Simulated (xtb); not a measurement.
Mo(O)(Cl)(OH)3 (ClH3MoO4), SMILES [O]=[Mo]([OH])([OH])([OH])[Cl], multiplicity 1. All values are semi-empirical tight-binding results from xtb (GFN2-xTB unless named), good for trends rather than for accurate numbers. Geometry: GFN2-xTB. The multiplicity is an assumed one; no other spin state was optimised. The structure was generated by enumeration; whether it is a known compound was not checked. One conformer was computed; it need not be the lowest.

For metal compounds this method's bond lengths and energies can be far off.

| Item | Value |
|---|---|
| point group as xtb finds it | Cs |
| orbital gap | 4.40 eV |
| zero-point energy | 25.3 kcal/mol |
| G − E(el) at 298.15 K (modified RRHO) | 3.9 kcal/mol |
